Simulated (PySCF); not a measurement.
Vertical excitations of a molecule C₂H₈BNO₂ from TDA-PBE/def2-SVPD (PySCF 2.14.0), as energy in eV (oscillator strength): 5.45 (0.007), 5.81 (0.001), 6.11 (0.009), 6.44 (0.005), 6.48 (0.017), 6.67 (0.012), 6.73 (0.019), 6.85 (0.027), 7.08 (0.004), 7.31 (0.014). Lowest triplet (TDA): 5.39 eV. Geometry optimised at B3LYP-D3(BJ)/def2-SVP. One conformer was computed; it need not be the lowest.

Task: Pick the molecule that these values belong to.
(A) CNB(O)OC
(B) COCB(N)O
(C) CCNB(O)O
(D) CCOB(N)O

Result: B, COCB(N)O
